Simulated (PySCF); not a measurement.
A species of formula C6H7FN2O has this rotational fingerprint, computed with PBE0/pcSseg-1 in PySCF (dipole) on a GFN2-xTB geometry, gas phase:

* Rotational constants: A = 2344, B = 1061, C = 737.3 MHz
* Dipole components: |μa| = 0.72 D, |μb| = 1.11 D, |μc| = 0.00 D
* Inertial defect: -6.30 u·Å²
* κ: -0.60

Question: Which candidate fits, each taken in the one conformer that was computed?
A. `[CH3:1][O:2][c:3]1[n:4][n:5][c:6]([CH3:7])[cH:8][c:9]1[F:10]` with C1–O2–C3–N4 0°
B. `[CH3:1][CH2:2][C@@H:3]([F:4])[O:5][CH:6]([C:7]#[N:8])[C:9]#[N:10]` with C1–C2–C3–F4 64°, C2–C3–O5–C6 177°, C3–O5–C6–C7 -68°

Answer: A. It is COc1nnc(C)cc1F, an asymmetric top, point group Cs. The candidates at the same level (rigid rotor, commonest isotopes):

```
               SMILES  A (MHz)  B (MHz)  C (MHz)  μa (D)  μb (D)  μc (D)  Δ (u·Å²)  point group           rotor
CC[C@@H](F)OC(C#N)C#N     2285    737.0    643.4    3.65    0.05    0.68   -121.41           C1  asymmetric top
       COc1nnc(C)cc1F     2344     1061    737.3    0.72    1.11    0.00     -6.30           Cs  asymmetric top
```

`CC[C@@H](F)OC(C#N)C#N` has B 31 % too low. In the right answer the mirror of this Cs structure is the ab plane, so μc vanishes by symmetry. No structure here is proved a minimum.
